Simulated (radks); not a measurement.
Results of a calculation; reference values are marked as such.
All-electron atom: Nd+ in [Xe] 4f4 7d1 (not the ground configuration). Level of theory: Dirac Kohn-Sham, PBE, spin-unpolarised, spherical densities, point nucleus; open shells fill j = l - 1/2 first (a radial shooting solver on a logarithmic mesh with Libxc functionals).

Normalised radial functions P(r) = r R(r) (large component), r in bohr:

r           5s1/2    5p3/2
0.003279   0.0914   0.0047
0.004625   0.1133   0.0087
0.006524   0.1344   0.0162
0.009203   0.1486   0.0291
0.01298    0.1460   0.0507
0.01831    0.1125   0.0840
0.02583    0.0358   0.1293
0.03614   -0.0791   0.1770
0.05098   -0.1997   0.2039
0.07191   -0.2364   0.1633
0.1014    -0.0949   0.0170
0.1431     0.1916  -0.1942
0.2018     0.3515  -0.2937
0.2847     0.0834  -0.0876
0.3984    -0.4047   0.3039
0.562     -0.4409   0.4236
0.7927     0.2307  -0.0258
1.118      0.8878  -0.6504
1.577      0.8912  -0.8751
2.225      0.4583  -0.6171
3.138      0.1222  -0.2501
4.392      0.0157  -0.0562
6.195      0.0007  -0.0054
8.738      0.0000  -0.0002
12.33      0.0000  0.0000
17.39      0.0000  0.0000
24.53      0.0000  0.0000
34.6       0.0000  0.0000

5s1/2: eigenvalue -50.771 eV, 4 radial nodes at r = 0.0290, 0.115, 0.302, 0.719 bohr, <r> = 1.47 bohr, 90 % of the charge inside 2.12 bohr. 5p3/2: eigenvalue -31.483 eV, 3 radial nodes at r = 0.104, 0.308, 0.782 bohr, <r> = 1.74 bohr, 90 % of the charge inside 2.55 bohr.
